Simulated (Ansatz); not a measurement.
Reaction (formal exchange of groups at the Si–O bond): `O[SiH2][AsH2]` + `C=CC(Cl)OC` → `C=C[SiH2][AsH2]` + `COC(O)Cl`

Program: Ansatz. Geometries: PBE0-D4/def2-TZVP. ΔE: electronic, gas phase. CBS: MP2 limit from def2 TZ/QZ plus the TZ coupled-cluster correction, frozen cores. Functionals use def2-TZVPP. B3LYP here is the variant with VWN-RPA as its local correlation; programs differ in this. For As outer-core shells are correlated without core-valence functions, which leaves a few kJ/mol of doubt a bond. Scalar relativity is left out up to krypton. One conformer a species, not always the lowest.

| level | ΔE (kcal/mol) | difference from CCSD(T)/CBS |
| --- | --- | --- |
| PBE-D4 | 23.8 | -3.4 |
| PBE0-D4 | 24.6 | -2.6 |
| ωB97M-V | 25.8 | -1.4 |
| B2PLYP | 26.9 | -0.3 |
| r2SCAN | 25.8 | -1.4 |
| B3LYP | 26.2 | -1.0 |
| SCS-MP2/def2-TZVPP | 27.5 | 0.3 |
| CCSD/def2-TZVPP | 26.5 | -0.7 |
| SCS-MP2/def2-QZVPP | 28.1 | 0.9 |
| HF/CBS(def2) | 27.3 | 0.1 |
| CCSD(T)/CBS | 27.2 | 0 |

Largest T1 diagnostic among the species: 0.012.

From PBE to PBE0 (25 % exact exchange), in def2-TZVPP and without D4, ΔE moves by +0.8 kcal/mol.
